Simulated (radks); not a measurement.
Results of a calculation; reference values are marked as such.
Initial-state core-level shifts of the praseodymium ion Pr2+ when its valence configuration changes from [Xe] 4f3. Code: a radial shooting solver on a logarithmic mesh with Libxc functionals. Model: scalar-relativistic Kohn-Sham, PBE, spin-unpolarised, spherical densities, finite nucleus; Fermi nuclear charge, rms radius 4.8919 fm. Shifts are changes of the shell-averaged eigenvalues in eV (positive: less bound); the change of the density at the nucleus, which sets a Mossbauer isomer shift, is in e/bohr^3, on a base of 4.335e+05.

valence,1s,3s,3p,5s,density at nucleus
4f2.5 6s0.5,-4.179,-4.921,-4.912,-2.830,+25.55
4f1 6p2,-21.583,-25.296,-25.247,-14.176,+55.88
4f2 6p1,-9.953,-11.566,-11.545,-6.892,+24.36
4f1 5d2,-13.750,-17.289,-17.240,-6.929,+44.76
4f2 6s1,-8.880,-10.494,-10.474,-5.848,+55.27
4f2 5d1,-6.292,-7.850,-7.829,-3.363,+19.94
4f2.5 6p0.5,-4.719,-5.457,-5.448,-3.361,+11.13
4f2 5d0.5 6s0.5,-7.562,-9.148,-9.127,-4.592,+36.98
4f2.5 5d0.5,-2.973,-3.696,-3.686,-1.637,+9.29
